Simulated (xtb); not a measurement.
A run for xtb: GFN1-xTB on BH3O (SMILES BO), a point of a torsion scan.

```
$ xtb mol.xyz --gfn 1 --sp --chrg 0 --uhf 0
5

B     -0.42909159    -0.03853570    -0.03084968
O      0.83702045    -0.37745019     0.18057631
H     -1.29492477    -0.83663353    -0.13096826
H     -0.68241672     1.09698323     0.12393211
H      1.14359598    -1.22159191    -0.15122225
```

Output:

```
[...]
           -------------------------------------------------
          |                Calculation Setup                |
           -------------------------------------------------



           -------------------------------------------------
          |                 G F N 1 - x T B                 |
           -------------------------------------------------

        Reference                      10.1021/acs.jctc.7b00118
      * Hamiltonian:
        H0-scaling (s, p, d)           1.850000    2.250000    2.000000
        zeta-weighting                 0.000000
      * Dispersion:
        s8                             2.400000
        a1                             0.630000
        a2                             5.000000
        s9                             0.000000
      * Repulsion:
        kExp                           1.500000
        rExp                           1.000000
      * Coulomb:
        alpha                          2.000000
        third order                    atomic
        anisotropic                    false
      * Halogen bond correction:
        rad-scale                      1.300000
        damping                        0.440000


          ...................................................
          :                      SETUP                      :
          :.................................................:
          :  # basis functions                  14          :
          :  # atomic orbitals                  14          :
          :  # shells                           10          :
          :  # electrons                        12          :
          :  # halogen bonds                     0          :
          :  max. iterations                   250          :
          :  Hamiltonian                  GFN1-xTB          :
          :  restarted?                      false          :
          :  GBSA solvation                  false          :
          :  PC potential                    false          :
          :  electronic temp.          300.0000000     K    :
          :  accuracy                    1.0000000          :
          :  -> integral cutoff          0.2500000E+02      :
          :  -> integral neglect         0.1000000E-07      :
          :  -> SCF convergence          0.1000000E-05 Eh   :
          :  -> wf. convergence          0.2000000E-04 e    :
          :  Broyden damping             0.4000000          :
          :  net charge                          0          :
          :  unpaired electrons                  0          :
          ...................................................

 iter      E             dE          RMSdq      gap      omega  full diag
   1     -7.7695938 -0.776959E+01  0.740E+00    6.70       0.0  T
   2     -7.7862575 -0.166637E-01  0.420E+00    6.17       1.0  T
   3     -7.7870322 -0.774736E-03  0.126E+00    5.44       1.0  T
   4     -7.7720239  0.150083E-01  0.278E+00    6.38       1.0  T
   5     -7.7888725 -0.168486E-01  0.687E-01    5.91       1.0  T
   6     -7.7902755 -0.140297E-02  0.110E-01    5.78       1.0  T
   7     -7.7903018 -0.263855E-04  0.517E-02    5.76       1.0  T
   8     -7.7903101 -0.822745E-05  0.575E-03    5.75       7.8  T
   9     -7.7903102 -0.987566E-07  0.110E-03    5.75      40.8  T
  10     -7.7903102 -0.356990E-08  0.202E-04    5.75     221.0  T
  11     -7.7903102 -0.124498E-09  0.555E-05    5.75     805.2  T
  12     -7.7903102 -0.948308E-11  0.706E-06    5.75    6337.6  T

   *** convergence criteria satisfied after 12 iterations ***

         #    Occupation            Energy/Eh            Energy/eV
      -------------------------------------------------------------
         1        2.0000           -0.7864143             -21.3994
         2        2.0000           -0.6482626             -17.6401
         3        2.0000           -0.5838181             -15.8865
         4        2.0000           -0.5552668             -15.1096
         5        2.0000           -0.5073038             -13.8044
         6        2.0000           -0.4353677             -11.8470 (HOMO)
         7                         -0.2242053              -6.1009 (LUMO)
         8                         -0.1225393              -3.3345
         9                         -0.0693086              -1.8860
        10                         -0.0458251              -1.2470
        11                          0.2270956               6.1796
       ...                                ...                  ...
        14                          0.5641004              15.3500
      -------------------------------------------------------------
                  HL-Gap            0.2111624 Eh            5.7460 eV
             Fermi-level           -0.3297865 Eh           -8.9739 eV

 SCC (total)                   0 d,  0 h,  0 min,  0.002 sec
 SCC setup                      ...        0 min,  0.000 sec (  3.083%)
 Dispersion                     ...        0 min,  0.000 sec (  1.557%)
 classical contributions        ...        0 min,  0.000 sec (  0.558%)
 integral evaluation            ...        0 min,  0.001 sec ( 27.778%)
 iterations                     ...        0 min,  0.001 sec ( 36.319%)
 molecular gradient             ...        0 min,  0.001 sec ( 27.571%)
 printout                       ...        0 min,  0.000 sec (  2.774%)

         :::::::::::::::::::::::::::::::::::::::::::::::::::::
         ::                     SUMMARY                     ::
         :::::::::::::::::::::::::::::::::::::::::::::::::::::
         :: total energy              -7.720554422330 Eh    ::
         :: gradient norm              0.031035024425 Eh/a0 ::
         :: HOMO-LUMO gap              5.746020491619 eV    ::
         ::.................................................::
         :: SCC energy                -7.790310178216 Eh    ::
         :: -> electrostatic           0.036521263569 Eh    ::
         :: repulsion energy           0.070319877877 Eh    ::
         :: dispersion energy         -0.000564121992 Eh    ::
         :: halogen bond corr.         0.000000000000 Eh    ::
         :: add. restraining           0.000000000000 Eh    ::
         :: total charge               0.000000000000 e     ::
         :::::::::::::::::::::::::::::::::::::::::::::::::::::

           -------------------------------------------------
          |                Property Printout                |
           -------------------------------------------------

    * Orbital Energies and Occupations

         #    Occupation            Energy/Eh            Energy/eV
      -------------------------------------------------------------
         1        2.0000           -0.7864143             -21.3994
         2        2.0000           -0.6482626             -17.6401
         3        2.0000           -0.5838181             -15.8865
         4        2.0000           -0.5552668             -15.1096
         5        2.0000           -0.5073038             -13.8044
         6        2.0000           -0.4353677             -11.8470 (HOMO)
         7                         -0.2242053              -6.1009 (LUMO)
         8                         -0.1225393              -3.3345
         9                         -0.0693086              -1.8860
        10                         -0.0458251              -1.2470
        11                          0.2270956               6.1796
        12                          0.3303317               8.9888
        13                          0.4757251              12.9451
        14                          0.5641004              15.3500
      -------------------------------------------------------------
                  HL-Gap            0.2111624 Eh            5.7460 eV
             Fermi-level           -0.3297865 Eh           -8.9739 eV
Note: The following floating-point exceptions are signalling: IEEE_DENORMAL
normal termination of xtb

  Mulliken/CM5 charges         n(s)   n(p)   n(d)
     1B     0.38714  0.13144   0.914  1.699  0.000
     2O    -0.52744 -0.67962   1.671  4.856  0.000
     3H    -0.11540 -0.00478   1.115  0.000  0.000
     4H    -0.09510  0.01940   1.095  0.000  0.000
     5H     0.35081  0.53356   0.649  0.000  0.000

Wiberg/Mayer (AO) data.
largest (>0.10) Wiberg bond orders for each atom

 ---------------------------------------------------------------------------
     #   Z sym  total        # sym  WBO       # sym  WBO       # sym  WBO
 ---------------------------------------------------------------------------
     1   5 B    3.183 --     2 O    1.265     4 H    0.961     3 H    0.948
     2   8 O    2.154 --     1 B    1.265     5 H    0.858
     3   1 H    0.995 --     1 B    0.948
     4   1 H    1.005 --     1 B    0.961
     5   1 H    0.891 --     2 O    0.858
 ---------------------------------------------------------------------------

Topologies differ in total number of bonds
Writing topology from bond orders to xtbtopo.mol

 dipole moment from electron density (au)
     X       Y       Z
   0.1641  -0.7689  -0.4302  total (Debye):    2.278


           -------------------------------------------------
          | TOTAL ENERGY               -7.720554422330 Eh   |
          | GRADIENT NORM               0.031035024425 Eh/α |
          | HOMO-LUMO GAP               5.746020491619 eV   |
           -------------------------------------------------

------------------------------------------------------------------------
------------------------------------------------------------------------
 total:
 SCF:
```

The run finished.

Cost: very roughly 0.020 core-seconds.
